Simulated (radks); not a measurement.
Isoelectronic series with 14 electrons, all held in the configuration [Ne] 3s2 3p2, which need not be the ground one along the series. Calculated with a radial shooting solver on a logarithmic mesh with Libxc functionals: non-relativistic Kohn-Sham, BLYP, spin-polarised, spherical densities, point nucleus; open shells are filled with parallel spins first. Total energies (hartree) and screening constants sigma, defined by e = -(Z - sigma)^2 / (2 n^2) hartree:

| ion | E (hartree) | 3p up | 3s down |
|---|---|---|---|
| Si | -289.38806 | 12.306 | 11.470 |
| S2+ | -396.90085 | 11.639 | 11.012 |
| Ar4+ | -522.30581 | 11.358 | 10.765 |
| Ca6+ | -665.54690 | 11.189 | 10.608 |
| Ti8+ | -826.60071 | 11.075 | 10.498 |
| Cr10+ | -1005.45516 | 10.991 | 10.416 |
| Fe12+ | -1202.10326 | 10.927 | 10.352 |
| Ni14+ | -1416.54068 | 10.877 | 10.301 |
| Zn16+ | -1648.76452 | 10.835 | 10.259 |
| Ge18+ | -1898.77280 | 10.801 | 10.225 |
| Se20+ | -2166.56411 | 10.772 | 10.195 |
| Kr22+ | -2452.13741 | 10.748 | 10.170 |
